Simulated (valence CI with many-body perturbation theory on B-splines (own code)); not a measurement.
# E1 line list for K14+

Level of theory: valence CI with perturbative core correlation (CI+MBPT): three valence electrons over a frozen Dirac-Fock core [He], a basis of 11 s, 11 p, 10 d, 8 f, 5 g, 2 h functions for each j, with the one-electron correlation potential Σ1, the two-electron term Σ2, the three-electron term Σ3, Breit, model QED; selected CI, second order for the rest, scaled by the run's own slope (own B-spline code, finite nucleus).

No measured spectrum was set against this ion. As an estimate, levels of excited configurations hold to 0.05 to 0.15 % of their energy, terms of the ground configuration to about 0.5 %.

Lines 51 to 100 of 531 in falling wavelength, among levels below 53.265 Ry, chosen from the strongest by gf and those to the six lowest levels. Wavelengths and rates use the calculated energies, so an error of 400 cm⁻¹ moves a line at 1122 Å by 0.45 % and its rate by three times that or more. Electric multipoles are in the length gauge, E1 and E2 with the static RPA response of the core. Weak lines are less certain than strong ones. Lines between different terms over intervals too small for the method are left out, as are lines whose strength nearly cancels. Where a level lies close to another of its J and parity, the split of strength between their lines is uncertain.

Names give the largest LS component (configuration and term), which can be under half, so a name can repeat, a term be missing and a line seem to break the LS rules; names also repeat where a configuration has a term twice. Letters in brackets count levels of one name in rising energy.

| λ vac (Å) | Upper | Lower | A (s⁻¹) | S (a.u.) |
| --- | --- | --- | --- | --- |
| 1122 | 2p²3d ⁴F_9/2 | 2p²3p ⁴D°_7/2 | 2.58e+08 | 1.80e+00 |
| 1088 | 2p²3d ⁴F_7/2 | 2p²3p ⁴D°_5/2 | 2.69e+08 | 1.37e+00 |
| 1082 | 2p²3d ²G_9/2 | 2p²3p ²F°_7/2 | 3.29e+08 | 2.06e+00 |
| 1059 | 2p²3d ⁴F_5/2 | 2p²3p ⁴D°_3/2 | 2.64e+08 | 9.29e-01 |
| 1056 | 2p²3d ²G_7/2 | 2p²3p ²F°_5/2 | 3.45e+08 | 1.60e+00 |
| 1056 | 2s2p3d ⁴F°_9/2 | 2s2p3p ⁴D_7/2 | 2.75e+08 | 1.59e+00 |
| 1045 | 2p²3d ²F_7/2 [a] | 2p²3p ²D°_5/2 [a] | 2.70e+08 | 1.22e+00 |
| 1042 | 2p²3d ²F_7/2 [b] | 2p²3p ²D°_5/2 [b] | 2.62e+08 | 1.17e+00 |
| 1039 | 2p²3d ²F_5/2 [a] | 2p²3p ²D°_3/2 [a] | 2.46e+08 | 8.17e-01 |
| 1039 | 2p²3d ²D_5/2 [c] | 2p²3p ²P°_3/2 [c] | 3.53e+08 | 1.17e+00 |
| 1030 | 2p²3p ²F°_5/2 | 2p²3s ²D_3/2 | 3.83e+08 | 1.24e+00 |
| 1025 | 2s2p3d ⁴F°_7/2 | 2s2p3p ⁴D_5/2 | 2.76e+08 | 1.17e+00 |
| 1025 | 2p²3d ⁴D_7/2 | 2p²3p ⁴P°_5/2 | 2.56e+08 | 1.09e+00 |
| 1009 | 2p²3d ⁴D_5/2 | 2p²3p ⁴P°_3/2 | 2.32e+08 | 7.06e-01 |
| 1008 | 2s2p3d ²F°_7/2 [b] | 2s2p3p ²D_5/2 [b] | 2.63e+08 | 1.06e+00 |
| 973.0 | 2s2p3d ⁴F°_5/2 | 2s2p3p ⁴D_3/2 | 2.34e+08 | 6.39e-01 |
| 972.0 | 2p²3d ²D_3/2 [c] | 2p²3p ²P°_1/2 [c] | 3.59e+08 | 6.51e-01 |
| 960.2 | 2s2p3d ²F°_5/2 [b] | 2s2p3p ²D_3/2 [b] | 2.05e+08 | 5.36e-01 |
| 953.7 | 2p²3p ⁴D°_7/2 | 2p²3s ⁴P_5/2 | 5.05e+08 | 1.73e+00 |
| 947.5 | 2p²3p ⁴D°_3/2 | 2p²3s ⁴P_1/2 | 3.16e+08 | 5.31e-01 |
| 947.3 | 2p²3p ⁴D°_5/2 | 2p²3s ⁴P_3/2 | 4.48e+08 | 1.13e+00 |
| 947.0 | 2p²3p ²F°_7/2 | 2p²3s ²D_5/2 | 5.67e+08 | 1.90e+00 |
| 926.1 | 2p²3p ⁴P°_5/2 | 2p²3s ⁴P_5/2 | 3.77e+08 | 8.86e-01 |
| 886.4 | 2s2p3d ²D°_5/2 [b] | 2s2p3p ²P_3/2 [b] | 2.56e+08 | 5.28e-01 |
| 871.9 | 2s²3d ²D_5/2 | 2s²3p ²P°_3/2 | 4.34e+08 | 8.53e-01 |
| 860.3 | 2s2p3p ²D_5/2 [a] | 2s2p3s ²P°_3/2 [a] | 5.35e+08 | 1.01e+00 |
| 847.5 | 2s2p3p ²D_3/2 [a] | 2s2p3s ²P°_1/2 [a] | 3.80e+08 | 4.57e-01 |
| 846.2 | 2s2p3p ⁴D_7/2 | 2s2p3s ⁴P°_5/2 | 6.34e+08 | 1.52e+00 |
| 844.0 | 2s2p3p ²D_3/2 [b] | 2s2p3s ²P°_3/2 [b] | 3.21e+08 | 3.81e-01 |
| 840.4 | 2s2p3d ⁴D°_5/2 | 2s2p3p ²P_3/2 [a] | 2.26e+08 | 3.97e-01 |
| 831.9 | 2s2p3p ⁴D_5/2 | 2s2p3s ⁴P°_3/2 | 5.43e+08 | 9.26e-01 |
| 831.1 | 2s2p3d ⁴P°_5/2 | 2s2p3p ⁴S_3/2 | 2.27e+08 | 3.85e-01 |
| 830.4 | 2s²3d ²D_3/2 | 2s²3p ²P°_1/2 | 4.14e+08 | 4.68e-01 |
| 816.5 | 2p²3p ²P°_3/2 [c] | 2p²3s ²S_1/2 | 6.81e+08 | 7.32e-01 |
| 816.3 | 2s2p3p ²D_5/2 [b] | 2s2p3s ²P°_3/2 [b] | 4.71e+08 | 7.59e-01 |
| 801.2 | 2p²3d ⁴P_5/2 | 2p²3p ⁴P°_5/2 | 3.11e+08 | 4.74e-01 |
| 776.4 | 2p²3d ²D_3/2 [a] | 2p²3p ²P°_1/2 [a] | 3.99e+08 | 3.69e-01 |
| 775.3 | 2s²3p ²P°_3/2 | 2s²3s ²S_1/2 | 7.41e+08 | 6.82e-01 |
| 762.1 | 2s2p3d ²F°_7/2 [a] | 2s2p3p ²D_5/2 [a] | 7.31e+08 | 1.28e+00 |
| 758.6 | 2s2p3d ²F°_5/2 [a] | 2s2p3p ²D_3/2 [a] | 6.65e+08 | 8.59e-01 |
| 757.7 | 2p²3p ²D°_3/2 [b] | 2p²3s ²D_3/2 | 4.39e+08 | 3.77e-01 |
| 749.0 | 2p²3d ²D_5/2 [a] | 2p²3p ²P°_3/2 [a] | 4.67e+08 | 5.81e-01 |
| 732.0 | 2p²3p ²D°_5/2 [b] | 2p²3s ²D_5/2 | 7.87e+08 | 9.14e-01 |
| 694.7 | 2s2p3p ⁴S_3/2 | 2s2p3s ⁴P°_3/2 | 5.29e+08 | 3.50e-01 |
| 691.4 | 2s2p3p ⁴P_3/2 | 2s2p3s ⁴P°_5/2 | 9.41e+08 | 6.14e-01 |
| 664.1 | 2s2p3p ⁴P_5/2 | 2s2p3s ⁴P°_5/2 | 1.05e+09 | 9.09e-01 |
| 662.9 | 2p²3p ⁴S°_3/2 | 2p²3s ⁴P_5/2 | 7.84e+08 | 4.51e-01 |
| 659.0 | 2s2p3p ⁴P_1/2 | 2s2p3s ⁴P°_3/2 | 1.24e+09 | 3.49e-01 |
| 595.3 | 2p²3p ²D°_5/2 [b] | 2p²3s ²P_3/2 | 9.05e+08 | 5.65e-01 |
| 589.6 | 2p²3p ²P°_3/2 [b] | 2p²3s ²D_3/2 | 1.26e+09 | 5.10e-01 |
